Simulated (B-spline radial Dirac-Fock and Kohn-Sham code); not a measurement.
Z = 83 (bismuth), transition energy 229 keV. Level of theory: a Dirac-Hartree-Slater potential of the neutral atom with a Latter tail (no hole, which puts coefficients of high multipoles low close above an edge), finite nucleus with surface currents; a B-spline atomic structure program. Subshells that would emit electrons below 1 keV are left out.

**Question.** A pure transition shows α(K) = 3.12, L1/L2 = 6.91 and L1/L3 = 9.41. What is its multipolarity?
A. M1
B. M4
C. E4
D. E3
E. M2
F. E2
G. E1
H. M3

**Answer.** E. For comparison, α(K), L1/L2, L1/L3 are E1 0.0469, 4.13, 5.06; E2 0.123, 0.268, 0.491; E3 0.323, 0.107, 0.249; E4 0.880, 0.0837, 0.218; M1 0.802, 9.29, 132; M3 8.96, 4.93, 2.00; M4 25.0, 3.79, 0.853.

Values without a named source are computed, but for edge energies of neutral atoms, which are taken from tables.
